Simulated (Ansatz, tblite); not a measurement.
Isomers of Na$_{2}$Pb$_{3}$⁺ (doublet), found by a short tight-binding search and relaxed with PBE0-D4/def2-SVP in Ansatz.

In the def2 sets Pb takes a core potential; there is no spin–orbit coupling. The xTB rows come from tblite.

Run but left out: HF/def2-SVP, HF/def2-TZVP, MP2/def2-SVP, MP2/def2-TZVP, CCSD/def2-SVP, CCSD(T)/def2-SVP (A: ⟨S²⟩ 1.99 to 2.06, where a pure state has 0.75).

A: At r2SCAN-D4/def2-TZVP, r2SCAN0-D4/def2-TZVP, CAM-B3LYP-D4/def2-TZVP the charge 1 doublet is spin-contaminated (final ⟨S²⟩ up to 0.95, 0.75 for a pure state).

Other spin states weren't relaxed.

A:

```xyz
5

Na    2.309   -1.480    0.409
Na   -1.894    1.905   -0.689
Pb   -0.908   -0.929    0.613
Pb   -0.051   -0.757   -2.137
Pb    0.545    1.262    1.804
```

B:

```xyz
5

Na    2.894    1.001   -0.715
Na   -1.479   -1.256   -1.719
Pb   -2.056   -0.083    1.547
Pb    0.859   -1.127    1.050
Pb   -0.218    1.465   -0.163
```

Estimate which lies lowest at each level, and how far above it the others are (eV).


```json
{"level": "GFN1-xTB", "A": "0.71", "B": "0.00"}
{"level": "GFN2-xTB", "A": "0.80", "B": "0.00"}
{"level": "PBE-D4/def2-SVP", "A": "0.39", "B": "0.00"}
{"level": "PBE-D4/def2-TZVP", "A": "0.39", "B": "0.00"}
{"level": "BLYP-D4/def2-TZVP", "A": "0.35", "B": "0.00"}
{"level": "r2SCAN-D4/def2-TZVP", "A": "0.34", "B": "0.00"}
{"level": "PBE0-D4/def2-SVP", "A": "0.44", "B": "0.00"}
{"level": "PBE0-D4/def2-TZVP", "A": "0.44", "B": "0.00"}
{"level": "r2SCAN0-D4/def2-TZVP", "A": "0.38", "B": "0.00"}
{"level": "CAM-B3LYP-D4/def2-TZVP", "A": "0.45", "B": "0.00"}
```
Point groups (tolerance 0.1 Å): A C2v, B not assigned. Lower isomers may exist.
